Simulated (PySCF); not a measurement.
# Polarisability and C₆ of Au⁻ (gold, charge -1)

[Xe] 4f14 5d10 6s2, closed-shell 1S. Calculation: PySCF 2.14, in def2-QZVPPD with the def2 core potential (60 electrons); a scalar-relativistic core potential. Coupled (time-dependent) response in atomic units; α is the mean over directions.

```
   method  mean α (bohr³)  C₆ (like pair)  S(−4)
      UHF           136.9            1769  12560
CAM-B3LYP           98.11            1201   5703
```

S(−4) is the Cauchy moment in α(ω) = α(0) + S(−4) ω² + …

α(iu) at UHF:

| u (hartree) | α(iu) (bohr³) |
| --- | --- |
| 0 | 136.9 |
| 0.0500 | 112.2 |
| 0.100 | 76.57 |
| 0.200 | 40.40 |
| 0.300 | 26.40 |
| 0.500 | 15.25 |
| 0.750 | 9.765 |
| 1.00 | 7.032 |
| 1.50 | 4.283 |
| 2.00 | 2.912 |
| 3.00 | 1.598 |
| 5.00 | 0.6849 |

For an ion, C₆ is the dispersion term alone; charge-induced terms of lower order in 1/R come first.

Energies and moments cover only the electrons outside the core potential. Spin-orbit coupling, which splits the p, d and f shells strongly at this Z, is absent.
